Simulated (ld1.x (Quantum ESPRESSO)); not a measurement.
What one change does to a pseudopotential (Cr (Z = 24), RRKJ)

chromium (Cr), norm-conserving RRKJ (Kleinman–Bylander form), made with ld1.x (Quantum ESPRESSO) 7.5 (LDA (PZ), fully relativistic). Core [Ar], reference 3d5 4s0 4p0 (charge +1). Waves: 4p (bound, empty): rc 3.20 bohr; 3d (bound): rc 1.05 bohr; 4s (bound, empty): rc 2.10 bohr. Local part: the s channel. Core correction: none. rho0 = 0.001.

Open shells are filled in proportion to 2j + 1 (rel_dist='average').

All-electron outer shells of the reference configuration (LDA (PZ), scalar-relativistic, ld1.x):

```json
{"shell": "3p", "level (eV)": "-52.46", "outermost node (bohr)": "0.33", "outermost maximum (bohr)": "0.80"}
{"shell": "4s", "level (eV)": "-10.19", "outermost node (bohr)": "1.12", "outermost maximum (bohr)": "2.55"}
{"shell": "3d", "level (eV)": "-10.16", "outermost node (bohr)": "–", "outermost maximum (bohr)": "0.84"}
{"shell": "4p", "level (eV)": "-6.10", "outermost node (bohr)": "1.24", "outermost maximum (bohr)": "3.19"}
```

Change: all radii scaled by about 1.38 (s 2.90, p 4.42, d 1.44 bohr).

Cutoffs: the cutoffs (Ry, on a coarse ladder) from which the occupation-weighted sum of valence levels, in a spherical-Bessel basis at the reference potential, stays within 10 and 1 mRy of its value at 400 Ry; they do not see the model core or the augmentation charge, which bear on the density cutoff. Errors are all-electron minus pseudo energies relative to the spin-unpolarised reference configuration.

Q: How do hardness, ghosts and transferability respond?

A: The potential gets softer (140 Ry and 160 Ry → 80 Ry and 110 Ry); of the 7 tests that both files solve, the error grows in 2 and shrinks in 2 by more than 15 % and 0.3 meV (median size 38.7 → 37.7 meV); neither file shows a bound ghost. A larger radius leaves more room for a smooth pseudo-wave, so fewer plane waves are needed.

```tsv
quantity	base	changed
cutoff, loose	140 Ry	80 Ry
cutoff, tight	160 Ry	110 Ry
bound ghosts	none	none
error for 3d5 4s1 4p0, meV [ΔE -7.14 eV]	-1.4	+3.7
error for 3d4 4s0 4p0, meV [ΔE 16.34 eV]	-229	-210
error for 3d3 4s0 4p0, meV [ΔE 47.37 eV]	-1234	-1044
error for 3d5 4s0.5 4p0, meV [ΔE -4.32 eV]	+0.5	+1.8
error for 3d5.5 4s0.5 4p0, meV [ΔE -6.42 eV]	+0.9	+0.7
error for 3d4 4s1 4p1, meV [ΔE -3.53 eV]	-316	-240
error for 3d6 4s0 4p0, meV [ΔE -5.42 eV]	-39	-38
```
